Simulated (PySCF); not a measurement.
```xyz
5
charge 0 multiplicity 6, angstrom
Tc    0.0000    0.0000    0.0000
O    -0.0102    0.0000    1.9422
O     0.0102    0.0000   -1.9422
H    -0.7406    0.0000    2.5715
H     0.7406    0.0000   -2.5715
```

Method: UB3LYP in PySCF with Tc def2-SVP with ECP28, O def2-SVP, H def2-SVP; scalar-relativistic core potentials, no spin–orbit coupling; density-fitted integrals.

This geometry of Tc(OH)₂ is a stationary point at this level.

(1) What is the point group?

(2) Is it a minimum?

(3) List the harmonic modes with their infrared intensities.

Answers

(1) C2h.

(2) No: it has 1 imaginary mode, at 273i cm⁻¹ (au).

(3) 
```
symmetry  ω (cm⁻¹)  IR (km/mol)
      au      273i            –
      bu        74          5.2
      au        97          0.2
      bu       439          351
      ag       503          0.0
      ag       641          0.0
      bu       666          227
      ag      3865          0.0
      bu      3865          189
```

This need not be the most stable arrangement of these atoms. Other spin states or occupations of the open shell can lie lower.
